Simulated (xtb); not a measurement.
CH₃O₃Re, charge +1, doublet, geometry from GFN2-xTB (such geometries of metal compounds can be far from the true shape) (the multiplicity is a formal guess); GFN2-xTB (xtb 6.7.1).

Input for xtb:
```
$ xtb mol.xyz --gfn 2 --chrg 1 --uhf 1 --ohess --json

# file mol.xyz
8

Re     0.07938238    -0.14663100    -0.07168845
O      1.17909921     0.76306459    -0.90101956
O      0.46924586    -0.75273874     1.41335469
O     -1.31359837    -0.62865252    -0.81463739
C     -0.91209145     1.68476783     0.82368939
H     -0.14825791     2.21336236     1.40417249
H     -1.73074803     1.32983015     1.45901225
H     -1.28009733     2.29213854    -0.01026923
```

What the program printed (banner, timings and long lists left out):

```
   ID    Z sym.   atoms
    1   75 Re     1
    2    8 O      2-4
    3    6 C      5
    4    1 H      6-8

           -------------------------------------------------
          |                Calculation Setup                |
           -------------------------------------------------

           -------------------------------------------------
          |                 G F N 2 - x T B                 |
           -------------------------------------------------

          ...................................................
          :                      SETUP                      :
          :.................................................:
          :  # basis functions                  29          :
          :  # atomic orbitals                  28          :
          :  # shells                           14          :
          :  # electrons                        31          :
          :  max. iterations                   250          :
          :  Hamiltonian                  GFN2-xTB          :
          :  restarted?                      false          :
          :  GBSA solvation                  false          :
          :  PC potential                    false          :
          :  electronic temp.          300.0000000     K    :
          :  accuracy                    1.0000000          :
          :  -> integral cutoff          0.2500000E+02      :
          :  -> integral neglect         0.1000000E-07      :
          :  -> SCF convergence          0.1000000E-05 Eh   :
          :  -> wf. convergence          0.1000000E-03 e    :
          :  Broyden damping             0.4000000          :
          :  net charge                          1          :
          :  unpaired electrons                  1          :
          ...................................................

 iter      E             dE          RMSdq      gap      omega  full diag
   1    -18.3360832 -0.183361E+02  0.928E+00    2.44       0.0  T
   2    -18.0333072  0.302776E+00  0.138E+01    3.62       1.0  T
   3    -18.5728415 -0.539534E+00  0.324E+00    3.42       1.0  T
   4    -18.5209288  0.519128E-01  0.303E+00    3.27       1.0  T
   5    -18.5492801 -0.283513E-01  0.269E+00    3.17       1.0  T
   6    -18.5729088 -0.236287E-01  0.116E+00    3.27       1.0  T
   7    -18.5817016 -0.879276E-02  0.683E-01    3.33       1.0  T
   8    -18.5774693  0.423230E-02  0.259E+00    3.35       1.0  T
   9    -18.5815255 -0.405628E-02  0.195E+00    3.34       1.0  T
  10    -18.5701666  0.113589E-01  0.332E+00    3.37       1.0  T
  11    -18.5857941 -0.156275E-01  0.633E-01    3.34       1.0  T
  12    -18.5857724  0.216632E-04  0.601E-01    3.34       1.0  T
  13    -18.5863303 -0.557904E-03  0.210E-01    3.33       1.0  T
  14    -18.5863939 -0.636066E-04  0.426E-02    3.33       1.0  T
  15    -18.5863946 -0.736693E-06  0.224E-02    3.33       1.6  T
  16    -18.5863946  0.213026E-08  0.887E-03    3.33       4.0  T
  17    -18.5863955 -0.882280E-06  0.104E-03    3.33      33.9  T
  18    -18.5863955  0.229910E-07  0.503E-03    3.33       7.0  T
  19    -18.5863955 -0.297365E-07  0.111E-03    3.33      31.9  T
  20    -18.5863955 -0.124263E-08  0.463E-04    3.33      76.4  T
  21    -18.5863955 -0.210679E-09  0.900E-05    3.33     392.8  T

   *** convergence criteria satisfied after 21 iterations ***

         :::::::::::::::::::::::::::::::::::::::::::::::::::::
         ::                     SUMMARY                     ::
         :::::::::::::::::::::::::::::::::::::::::::::::::::::
         :: total energy             -18.466636711057 Eh    ::
         :: gradient norm              0.000039136410 Eh/a0 ::
         :: HOMO-LUMO gap              3.326570807578 eV    ::
         ::.................................................::
         :: SCC energy               -18.586393330104 Eh    ::
         :: -> isotropic ES            0.152125087173 Eh    ::
         :: -> anisotropic ES         -0.015509318464 Eh    ::
         :: -> anisotropic XC          0.000413786595 Eh    ::
         :: -> dispersion             -0.004139149582 Eh    ::
         :: repulsion energy           0.119756619047 Eh    ::
         :: add. restraining           0.000000000000 Eh    ::
         :: total charge               1.000000000000 e     ::
         :::::::::::::::::::::::::::::::::::::::::::::::::::::

      -----------------------------------------------------------
     |                   =====================                   |
     |                        A N C O P T                        |
     |                   =====================                   |
     |               Approximate Normal Coordinate               |
     |                Rational Function Optimizer                |
      -----------------------------------------------------------
      -----------------------------------------------------------
     |                   =====================                   |
     |                        A N C O P T                        |
     |                   =====================                   |
     |               Approximate Normal Coordinate               |
     |                Rational Function Optimizer                |
      -----------------------------------------------------------

          ...................................................
          :                      SETUP                      :
          :.................................................:
          :   optimization level            normal          :
          :   max. optcycles                   200          :
          :   ANC micro-cycles                  20          :
          :   degrees of freedom                18          :
          :.................................................:
          :   RF solver                   davidson          :
          :   write xtbopt.log                true          :
          :   linear?                        false          :
[...]
 * total energy  :   -18.4666367 Eh     change        0.2727774E-10 Eh
   *** GEOMETRY OPTIMIZATION CONVERGED AFTER 1 ITERATIONS ***
         :: total energy             -18.466636711064 Eh    ::
[...]
 ---------------------------------------------------------------------------

Topologies differ in total number of bonds
Writing topology from bond orders to xtbtopo.mol

molecular dipole:
                 x           y           z       tot (Debye)
 q only:       -0.995       1.838       0.898
   full:       -0.627       1.159       0.567       3.646
molecular quadrupole (traceless):
                xx          xy          yy          xz          yz          zz
 q only:       -2.629      -6.539       5.910      -3.197       5.906      -3.282
  q+dip:       -2.387      -5.939       5.368      -2.904       5.363      -2.980
   full:       -2.543      -6.325       5.717      -3.092       5.712      -3.174

           -------------------------------------------------
          |               Frequency Printout                |
           -------------------------------------------------
 projected vibrational frequencies (cm⁻¹)
eigval :       -0.00    -0.00    -0.00    -0.00     0.00     0.00
eigval :      116.13   120.97   121.02   148.94   148.97   186.19
eigval :      295.68   479.65   479.72   862.42   877.20   877.21
eigval :     1078.63  1106.48  1106.49  2901.29  2916.28  2916.29
 reduced masses (amu)
   1: 15.36   2: 40.39   3: 30.75   4:134.04   5:126.95   6:128.34   7:  1.38   8: 13.77
   9: 13.76  10: 34.89  11: 34.89  12: 55.92  13: 14.01  14:  1.70  15:  1.70  16: 16.01
  17: 35.62  18: 35.62  19:  2.32  20:  2.56  21:  2.56  22:  1.18  23:  2.00  24:  2.00
 IR intensities (km·mol⁻¹)
   1:  6.80   2:  4.46   3:  0.89   4:  4.04   5:  2.41   6:  1.96   7:  0.00   8: 21.98
   9: 21.73  10: 33.39  11: 33.50  12: 49.94  13: 29.19  14:  0.77  15:  0.80  16:  0.37
  17: 36.08  18: 36.14  19:  0.14  20: 94.54  21: 96.19  22:297.02  23: 43.76  24: 44.25
 Raman intensities (Ä⁴*amu⁻¹)
   1:  0.00   2:  0.00   3:  0.00   4:  0.00   5:  0.00   6:  0.00   7:  0.00   8:  0.00
   9:  0.00  10:  0.00  11:  0.00  12:  0.00  13:  0.00  14:  0.00  15:  0.00  16:  0.00
  17:  0.00  18:  0.00  19:  0.00  20:  0.00  21:  0.00  22:  0.00  23:  0.00  24:  0.00
 output can be read by thermo (or use thermo option).
 writing <g98.out> molden fake output.
 recommended (thermochemical) frequency scaling factor: 1.0
           -------------------------------------------------
          |             Thermodynamic Functions             |
           -------------------------------------------------

c3v symmetry found (for desy threshold:  0.10E+00) used in thermo

          ...................................................
          :                      SETUP                      :
          :.................................................:
          :  # frequencies                          18      :
          :  # imaginary freq.                       0      :
          :  linear?                             false      :
          :  only rotor calc.                    false      :
          :  symmetry                              c3v      :
          :  rotational number                       3      :
          :  scaling factor                  1.0000000      :
          :  rotor cutoff                   50.0000000 cm⁻¹ :
          :  imag. cutoff                  -20.0000000 cm⁻¹ :
          :.................................................:

    mode    ω/cm⁻¹     T·S(HO)/kcal·mol⁻¹    T·S(FR)/kcal·mol⁻¹   T·S(vib)
   ------------------------------------------------------------------------
       1    116.13    -0.94326 ( 96.68%)    -0.80660 (  3.32%)    -0.93872
       2    120.97    -0.91976 ( 97.16%)    -0.79453 (  2.84%)    -0.91621
       3    121.02    -0.91952 ( 97.17%)    -0.79441 (  2.83%)    -0.91597
       4    148.94    -0.80074 ( 98.75%)    -0.73296 (  1.25%)    -0.79989
       5    148.97    -0.80065 ( 98.75%)    -0.73291 (  1.25%)    -0.79980
       6    186.19    -0.67544 ( 99.48%)    -0.66688 (  0.52%)    -0.67540
       7    295.68    -0.42970 ( 99.92%)    -0.52993 (  0.08%)    -0.42978
   ------------------------------------------------------------------------

   temp. (K)  partition function   enthalpy   heat capacity  entropy
                                   cal/mol     cal/K/mol   cal/K/mol   J/K/mol
 298.15  VIB   132.                 3217.952     18.092     20.446
         ROT  0.428E+05              888.752      2.981     24.172
         INT  0.563E+07             4106.704     21.073     44.618
         TR   0.381E+28             1481.254      4.968     42.421
         TOT                        5587.9579    26.0408    87.0389   364.1706

       T/K    H(0)-H(T)+PV         H(T)/Eh          T*S/Eh         G(T)/Eh
   ------------------------------------------------------------------------
    298.15    0.890498E-02    0.470405E-01    0.413550E-01    0.568549E-02
   ------------------------------------------------------------------------

         :::::::::::::::::::::::::::::::::::::::::::::::::::::
         ::                  THERMODYNAMIC                  ::
         :::::::::::::::::::::::::::::::::::::::::::::::::::::
         :: total free energy         -18.460951222831 Eh   ::
         ::.................................................::
         :: total energy              -18.466636711047 Eh   ::
         :: zero point energy           0.038135483038 Eh   ::
         :: G(RRHO) w/o ZPVE           -0.032449994822 Eh   ::
         :: G(RRHO) contrib.            0.005685488217 Eh   ::
         :::::::::::::::::::::::::::::::::::::::::::::::::::::

optimized geometry written to: xtbopt.xyz

           -------------------------------------------------
          | TOTAL ENERGY              -18.466636711047 Eh   |
          | TOTAL ENTHALPY            -18.419596250195 Eh   |
          | TOTAL FREE ENERGY         -18.460951222831 Eh   |
          | GRADIENT NORM               0.000038924318 Eh/α |
          | HOMO-LUMO GAP               3.326568536709 eV   |
           -------------------------------------------------

normal termination of xtb
```
